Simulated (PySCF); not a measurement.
Predicted microwave data (PBE0/pcSseg-1 in PySCF (dipole) on a GFN2-xTB geometry, gas phase) for one isomer of C7H15P:

* Rotational constants: A = 2483, B = 1462, C = 1052 MHz
* Dipole components: |μa| = 0.18 D, |μb| = 0.14 D, |μc| = 1.14 D
* Inertial defect: -68.69 u·Å²
* κ: -0.43

Question: Which structure is it? (One computed conformer of each.)
A. `[CH3:1][CH2:2][CH2:3][PH:4][CH:5]1[CH2:6][CH2:7][CH2:8]1` with C1–C2–C3–P4 179°, C2–C3–P4–C5 166°, C3–P4–C5–C6 -177°, P4–C5–C6–C7 -129°, C5–C6–C7–C8 11°, C6–C7–C8–C5 -11°, P4–C5–C8–C7 129°
B. `[CH2:1]=[P:2]1([CH2:3][CH3:4])[CH2:5][CH2:6][CH2:7][CH2:8]1` with C1–P2–C3–C4 -46°, C1–P2–C5–C6 138°, P2–C5–C6–C7 -40°, C5–C6–C7–C8 50°, C6–C7–C8–P2 -36°
C. `[CH3:1][P:2]1[CH2:3][CH2:4][CH2:5][CH2:6][CH2:7][CH2:8]1` with C1–P2–C3–C4 -175°, P2–C3–C4–C5 60°, C3–C4–C5–C6 -71°, C4–C5–C6–C7 101°

Answer: C. It is CP1CCCCCC1, an asymmetric top, point group C1. The candidates at the same level (rigid rotor, commonest isotopes):

```json
{"SMILES": "CCCPC1CCC1", "A (MHz)": "4829", "B (MHz)": "679.9", "C (MHz)": "631.2", "μa (D)": "0.09", "μb (D)": "0.83", "μc (D)": "0.99", "Δ (u·Å²)": "-47.26", "point group": "C1", "rotor": "near-prolate asymmetric top"}
{"SMILES": "CP1CCCCCC1", "A (MHz)": "2483", "B (MHz)": "1462", "C (MHz)": "1052", "μa (D)": "0.18", "μb (D)": "0.14", "μc (D)": "1.14", "Δ (u·Å²)": "-68.69", "point group": "C1", "rotor": "asymmetric top"}
{"SMILES": "C=P1(CC)CCCC1", "A (MHz)": "2597", "B (MHz)": "1251", "C (MHz)": "1192", "μa (D)": "2.09", "μb (D)": "2.43", "μc (D)": "0.53", "Δ (u·Å²)": "-174.39", "point group": "C1", "rotor": "near-prolate asymmetric top"}
```

`C=P1(CC)CCCC1` has B 14 % too low; `CCCPC1CCC1` has A 94 % too high. No structure here is proved a minimum.
